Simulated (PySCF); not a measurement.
## Er(NH)(OH) at several levels of theory

Computed with PySCF 2.14.0 (density fitting, no spin-orbit coupling) at the geometry relaxed with r2SCAN:

```xyz
5
Er(NH)(OH) (singlet in the valence; each metal's 4f electrons, 11 of them, lie in its core potential, out of spins and levels)
Er    0.0179   -0.0727   -0.5129
N     1.5949   -0.0128    0.5726
H     2.2211    0.0535    1.3756
O    -1.7727    0.0572    0.4446
H    -2.2664    0.1454    1.2645
```

| level | basis | state | HOMO (eV) | gap (eV) | charge on Er1 (e) | population of f-type functions on Er1 (polarisation alone where 4f lies in the core) | dipole about the centre of mass (D) | largest force component (eV/Å) |
| --- | --- | --- | --- | --- | --- | --- | --- | --- |
| r2SCAN | Er lcecp-1-SVP with ECP57, N def2-SVP, H def2-SVP, O def2-SVP | singlet | -4.15 | 1.98 | 0.66 | 0.05 | 4.52 | 0.02 |
| TPSS | the same | singlet | -4.01 | 1.62 | 0.61 | 0.05 | 4.34 | 0.32 |
| B3LYP | the same | singlet | -4.93 | 2.63 | 0.62 | 0.05 | 4.50 | 0.10 |
| PBE0 | the same | singlet | -5.13 | 3.14 | 0.68 | 0.06 | 4.66 | 0.37 |
| M06-L | the same | singlet | -3.95 | 2.25 | 0.78 | 0.05 | 4.59 | 0.29 |

In the lcecp rows the 4f levels are missing from HOMO and gap, and the state counts the valence alone.

Charges are Mulliken's, which hang on the basis. The relaxation used the grid (50, 194), these runs (75, 302) or, all-electron (x2c bases, spin-free X2C Hamiltonian), (99, 590).

What does r2SCAN with Er lcecp-1-TZVP with ECP57, N def2-TZVP, H def2-TZVP, O def2-TZVP give here?

state singlet, HOMO (eV) -4.18, gap (eV) 2.01, charge on Er1 (e) 1.22, population of f-type functions on Er1 (polarisation alone where 4f lies in the core) 0.05, dipole about the centre of mass (D) 4.96, largest force component (eV/Å) 0.23. Time: 12 s on 2 threads of Arm Neoverse V1, on a shared host, from free ions and atoms.

In the first row's basis the gap widens with exact exchange: 1.6 to 2.3 eV for TPSS, r2SCAN, M06-L (none); 2.6 to 3.1 eV for B3LYP, PBE0 (a fixed share).

No frequency check is given that shows the relaxed geometry to be a minimum. An lcecp potential fixes the number of 4f electrons, so in runs with it no electron can move into or out of that shell.
